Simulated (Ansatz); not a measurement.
Ideal-gas functions of `[F][Ti]([F])([SH])[SH]` at 400 K and 1 bar, from an Ansatz frequency run at PBE0-D4/def2-TZVP.

Molar mass 152.01 g/mol, point group C2 (symmetry number 2), electronic degeneracy 1, moments of inertia 217.389, 310.981, 357.868 u Å². Harmonic wavenumbers (cm⁻¹, unscaled): 109, 140, 142, 156, 174, 175, 237, 413, 440, 523, 546, 749, 811, 2685, 2686.

Use S(trans) = R[1.5 ln M + 2.5 ln T − 1.1517]; rotational temperatures θ = 24.2544 K / I; S(rot) = R[ln(√π/σ · √(T³/θAθBθC)) + 1.5]; for each mode x = 1.438777 ν̃/T, S = R[x/(eˣ − 1) − ln(1 − e⁻ˣ)] and H = RT x/(eˣ − 1); 1 cm⁻¹ = 0.0119627 kJ/mol; R = 8.31446 J/(mol·K).

Q: By hand: the entropy, in J/(mol·K).

A: Translation 177.6. Rotation: θ = 0.1116, 0.078, 0.0678 K, giving 117.1. Vibration, mode by mode: 16.15, 14.11, 13.99, 13.23, 12.35, 12.30, 9.89, 5.75, 5.31, 4.19, 3.92, 2.21, 1.85, 0.01, 0.01, in all 115.2. Electronic 0.0. Sum 409.9 J/(mol·K).

Q: By hand: H − E and G − E in kJ/mol, counted from the electronic energy.

A: Zero-point energy ½ × 9986 × 0.0119627 = 59.7; thermal vibration 23.4; translation, rotation and pV give 4 RT = 13.3. H − E = 96.4 kJ/mol, and G − E = 96.4 − 400 × 409.9/1000 = -67.6 kJ/mol.

Vibration gives 28 % of the entropy, 44.2 J/(mol·K) of it from the modes under 150 cm⁻¹: soft modes count most, and the harmonic formula is weakest for them. The sum counts one conformer and one mirror image; others add a mixing term.
